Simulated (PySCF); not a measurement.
FH5Si2. Atoms are numbered in the order given.

```xyz
8

Si     0.1391     1.5245     0.0000
Si    -0.5173    -0.7286     0.0000
F      0.7913    -1.6727     0.0000
H     -1.0828     2.3669     0.0000
H      0.9390     1.8348    -1.2084
H      0.9390     1.8348     1.2084
H     -1.3111    -1.0624     1.2058
H     -1.3111    -1.0624    -1.2058
```
Charge 0, spin multiplicity 1.

Geometry: B3LYP-D3(BJ)/def2-TZVP.

The numbers are results of r2SCAN/def2-TZVPD (PySCF), not measurements.

Symmetry labels are those of the subgroup Cs that the program uses (full group Cs).

Computed valence orbital energies around the gap with their symmetry:
```tsv
orbital	symmetry	energy (eV)
HOMO−7	A'	-13.41
HOMO−6	A'	-11.37
HOMO−5	A"	-11.12
HOMO−4	A'	-10.83
HOMO−3	A"	-9.21
HOMO−2	A'	-9.11
HOMO−1	A"	-8.58
HOMO	A'	-7.51
LUMO	A'	-1.26
LUMO+1	A"	-0.46
LUMO+2	A'	0.14
LUMO+3	A'	0.32
```
